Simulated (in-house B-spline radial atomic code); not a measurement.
## Ionising the calcium ion Ca³⁺ with different functionals

Computed with a B-spline radial code for spherical atoms: scalar-relativistic (spin-free X2C) Hamiltonian, Fermi nucleus of rms radius 3.4776 fm, spin-polarised at highest spin, spherical fractional occupations for the functionals, the average over the highest-spin determinants for Hartree-Fock. The ionisation energy is the difference of two self-consistent energies, [Ne] 3s2 3p5 → [Ne] 3s2 3p4, without Breit or QED terms; ε is the level of the shell that loses the electron (its least bound occupied spin orbital).

Hybrids are left out here: with spherical fractional occupations of an open shell their exact exchange keeps a self-interaction that integer-occupation calculations don't have.

| method | rung | ΔSCF (eV) | -ε(3p) (eV) |
| --- | --- | --- | --- |
| Hartree-Fock | Hartree-Fock | 65.75 | 66.72 |
| LDA VWN5 | LDA | 67.37 | 59.05 |
| LDA PW92 | LDA | 67.37 | 59.04 |
| LDA exchange-only | LDA | 65.40 | 57.20 |
| PBE | GGA | 67.19 | 58.92 |
| PBEsol | GGA | ? | ? |
| BLYP | GGA | 67.06 | 58.77 |
| RPBE | GGA | 67.15 | 58.89 |
| PW91 | GGA | 67.30 | 59.02 |
| BP86 | GGA | 67.32 | 59.03 |
| AM05 | GGA | 67.14 | 58.85 |
| OLYP | GGA | 67.22 | 59.00 |
| TPSS | meta-GGA | 67.28 | 59.07 |
| SCAN | meta-GGA | ? | ? |
| r2SCAN | meta-GGA | 67.33 | 59.29 |
| revTPSS | meta-GGA | 67.20 | 59.00 |

**Question.** What does SCAN give?

**Answer.** ΔSCF 67.38 eV, and -ε(3p) = 59.34 eV.

**Question.** What does PBEsol give?

**Answer.** ΔSCF 67.13 eV, and -ε(3p) = 58.85 eV.

**Question.** How do they compare with the NIST value?

**Answer.** NIST lists 67.273 eV ± 0.0021 (semi-empirical, ground level to ground level). Errors run from -1.87 to +0.11 eV; TPSS is closest (+0.00 eV), but part of that can be cancellation, since the calculations leave out spin-orbit coupling, Breit-QED terms, multiplet and fine-structure energies. Hartree-Fock also lacks correlation.
